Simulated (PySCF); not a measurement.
From computed data to an observable: oscillator strength and radiative lifetime

C4H11FSi, SMILES C(C[SiH2]F)(C)C.

Geometry: B3LYP-D3(BJ)/def2-SVP. The structure was generated by enumeration, and PubChem lists no compound with its InChIKey, so it may never have been made. The values are those of a single conformer.

TDA-ωB97X/def2-SVPD in PySCF puts the first singlet state with f over 0.02 at 8.76 eV (vertical), with the transition dipole (-0.261, 0.310, -0.294) in atomic units.

### Question
Find the oscillator strength, the wavelength and the radiative lifetime that this transition would have in vacuum if emission retraced absorption.

### Answer

|μ|² = 0.2507 au, so |μ| = 1.27 D. ΔE = 8.76/27.211 = 0.3219 hartree. f = (2/3) ΔE |μ|² = 0.054 (the program prints 0.054).
λ = 1239.84/8.76 = 142 nm; ν = 70654 cm⁻¹.
Einstein's coefficient A = 0.6670 ν² f s⁻¹ (ν in cm⁻¹) = 1.8e8 s⁻¹, so τ = 1/A = 5.6 ns. This state is S3; the lower singlets have f = 0.008, 0.006. The figure is the radiative limit of this one transition; relaxation, internal conversion, crossing to triplets and a medium change what is measured.
